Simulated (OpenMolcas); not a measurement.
Ag4+ (d7) among equal point charges was computed by CASSCF with the d shell active (OpenMolcas, ANO-RCC-VDZP on the metal). Its lowest spin-free states, and all those of the highest spin:

```
2S+1  Degeneracy  E (cm-1)
   4           2       0.0
   4           1     162.0
   4           2     716.2
   4           2      1654
   4           1     15900
   4           2     17305
   2           2     17474
   2           2     17772
   2           1     17806
   2           1     17808
   2           1     17883
   2           2     18258
```

Q: Is the site octahedral, tetrahedral or cube-like, axial, or of lower symmetry?

A: The states with 2S+1 = 4 have orbital degeneracies 2, 1, 2, 2, 1, 2. There are pairs but no triples, so the site is axial: not cubic, but with a proper or improper axis of order three or more. The run had Ag4+ among 5 point charges of -1.5 e arranged as a trigonal bipyramid (D3h), 2.47 Å from the ion, with the axial distance 2.519 Å.

An orbital doublet at a regular site is open to a Jahn-Teller distortion, which this geometry leaves out. Without dynamic correlation the repulsion within the d shell is too large (B by tens of per cent), so at a given field states of lower spin stand too high. Point charges give a weaker field than real ligands, and real ions of this kind are as a rule low spin; the high spin found here belongs to the model. The ground term spreads over less than 5000 cm-1, several times less than with real ligands, so orbital moments are less quenched and χT lies further from the spin-only value than at real sites. Point charges carry no covalency, so the field is a model and not that of real ligands. An unlabelled pair can be two single states that coincide in this model. No measured value stands beside these numbers.
